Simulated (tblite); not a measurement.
Compound: C7H9OP.
Z-matrix (Å and degrees, GFN2-xTB geometry), rows numbered from 1:
```
C 
C   1  1.5074
C   2  1.5007  1  118.85
P   3  1.8508  2   66.57  1  -110.54
C   4  1.8131  2   98.70  3    94.22
C   5  1.3696  4  128.72  2   153.48
C   6  1.4130  5  106.25  4   179.84
C   7  1.3604  6  105.89  5    -0.03
O   8  1.3419  7  110.86  6     0.01
H   1  1.0885  2  110.50  3    40.90
H   1  1.0904  2  110.07  3   -78.94
H   1  1.0883  2  110.81  3   161.21
H   2  1.0857  1  114.10  3   142.69
H   3  1.0815  2  118.48  4  -109.65
H   3  1.0826  2  116.87  4   107.83
H   6  1.0709  5  126.18  4    -0.13
H   7  1.0708  6  127.18  5   179.99
H   8  1.0724  7  132.11  6  -179.99
```

Computed values, GFN2-xTB/tblite, gas phase, harmonic and unscaled. The method is semi-empirical: single wavenumbers can be off by several per cent or more. One conformer, not necessarily the lowest.

Harmonic wavenumbers (cm⁻¹): 38.5, 95.9, 136.9, 188.0, 239.2, 247.5, 292.6, 406.6, 468.6, 584.2, 610.6, 654.7, 680.9, 760.4, 817.3, 827.4, 845.7, 856.8, 879.0, 905.5, 950.3, 982.2, 994.0, 1035.1, 1072.6, 1084.0, 1118.5, 1152.4, 1170.3, 1179.7, 1212.2, 1314.2, 1364.2, 1405.2, 1410.2, 1435.7, 1487.2, 1491.9, 1551.5, 2996.1, 3009.5, 3025.5, 3028.3, 3046.9, 3066.9, 3162.1, 3178.3, 3188.1.

A = 3684, B = 864.6, C = 790.8 MHz; mass 140.039 u (most abundant isotopes); point group C1, symmetry number 1.

Zero-point energy?

½Σν̃ = 30825 cm⁻¹ = 368.74 kJ/mol.

Entropy at 298.15 K, 1 bar (ideal gas, RRHO, classical rotation)?

Translation 170.49, rotation 122.32, vibration 102.14: S = 395.0 J/(mol K).

And Cp and H(298.15 K) − H(0)?

Cp = 149.42 J/(mol K), of which vibrations give 116.16 (their classical limit is 48 R = 399.1); H(298.15 K) − H(0) = 26.28 kJ/mol without the zero-point energy, 16.36 from vibrations.

Which modes carry the vibrational entropy at 298.15 K?

38.5 cm⁻¹: 22.32; 95.9 cm⁻¹: 14.79; 136.9 cm⁻¹: 11.91; 188.0 cm⁻¹: 9.40; 239.2 cm⁻¹: 7.57; 247.5 cm⁻¹: 7.31 J/(mol K); the other 42 give 28.83 together.

Blend soft modes into free rotors: weight 1/[1 + (100 cm⁻¹/ν̃)⁴] for the oscillator and the rest for a rotor with moment μB/(μ + B), μ = h/(8π²ν), B = 10⁻⁴⁴ kg m². What vibrational entropy results?

94.22 J/(mol K) in place of 102.14, which changes −T·S at 298.15 K by +2.36 kJ/mol.

How do the functions run with temperature in this model?

| T (K) | S (J/(mol K)) | Cp (J/(mol K)) | H − H(0) (kJ/mol) | G − H(0) (kJ/mol) | ln q(vib) |
| --- | --- | --- | --- | --- | --- |
| 150 | 317.0 | 87.2 | 8.94 | -38.61 | 2.49 |
| 250 | 370.6 | 127.7 | 19.61 | -73.05 | 4.63 |
| 400 | 445.1 | 193.3 | 43.78 | -134.27 | 7.98 |
| 600 | 536.7 | 258.1 | 89.40 | -232.64 | 12.62 |
| 900 | 653.5 | 316.3 | 176.39 | -411.77 | 19.39 |

q(vib) and H(0) count from the zero-point level.

What must be added to the electronic energy to get the Gibbs energy at 298.15 K and 1 bar?

ZPE + [H(298.15 K) − H(0)] − T·S = 368.74 + 26.28 − 117.75 = 277.27 kJ/mol.

Hindered rotation and anharmonicity are outside this model. Other conformers, if any are populated, would add a mixing term that is left out. The structure is chiral; the term R ln 2 for an equal mix with its mirror image is left out.
